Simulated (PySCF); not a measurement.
C5HBrN2.
Bonds: N1–C2 (triple), C2–C3, C3–C4 (double), C4–C5 (double), C5–Br6, C5–C7, C7–N8 (triple). Hydrogens: H9 on C3.

Computed, not measured: PySCF 2.14.0, PBE0-D3(BJ)/def2-SVP geometry optimisation, gas phase.

Give the optimised bond lengths and angles.

```
  bond  length (Å)
 N1≡C2       1.159
 C2–C3       1.428
 C3=C4       1.314
 C4=C5       1.311
C5–Br6       1.893
 C5–C7       1.426
 C7≡N8       1.159
 C3–H9       1.099
```

A selection of angles:
```
    angle  degrees
 N1–C2–C3    178.5
 C2–C3–C4    123.2
 C3–C4–C5    178.7
C4–C5–Br6    120.9
 C4–C5–C7    122.9
Br6–C5–C7    116.2
 C5–C7–N8    179.3
```

The 4 C–C bonds span 1.311 Å (C4=C5, drawn double) to 1.428 Å (C2–C3, drawn single), a spread of 0.117 Å.

Point group: C1 (no symmetry element, even within 0.4 Å). PBE0-D3(BJ)/def2-SVP frequencies: not computed here.

Time: 44 s wall; peak memory 0.72 GiB. Hardware: an AMD EPYC 7R43 with one thread, shared host with 256 logical CPUs at a one-minute load of 71. These figures are those of the optimisation.
